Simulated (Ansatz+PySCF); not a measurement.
The numbers below are computed, except where a source is named.
Input for Ansatz (development build ahead of 0.2.0):

```yaml
crystal:
  periodic: [false, false, false]
  atoms:
    - { symbol: H, position_ang: [1.35, 0.0, 0.37] }
    - { symbol: H, position_ang: [0.0, 1.35, 0.37] }
    - { symbol: H, position_ang: [-1.35, 0.0, 0.37] }
    - { symbol: H, position_ang: [0.0, -1.35, 0.37] }
    - { symbol: H, position_ang: [1.35, 0.0, -0.37] }
    - { symbol: H, position_ang: [0.0, 1.35, -0.37] }
    - { symbol: H, position_ang: [-1.35, 0.0, -0.37] }
    - { symbol: H, position_ang: [0.0, -1.35, -0.37] }
basis:
  gaussian: { orbitals: "6-31G" }
hamiltonian:
  xc: { name: wB97X }
output:
  forces: true
```

The input is written out in the form of the current development build from the run's settings.

Results

```yaml
Converged: yes
Total_energy: -4.61865 hartree
```

Forces (eV/Å):
```tsv
atom	Fx	Fy	Fz
H1	1.068	-0.013	-0.377
H2	-0.134	0.947	-0.384
H3	-1.015	0.010	-0.377
H4	0.081	-0.944	-0.385
H5	0.800	0.013	0.377
H6	0.134	0.921	0.384
H7	-0.853	-0.010	0.376
H8	-0.081	-0.923	0.385
```

Caution: the determinant breaks the point group.
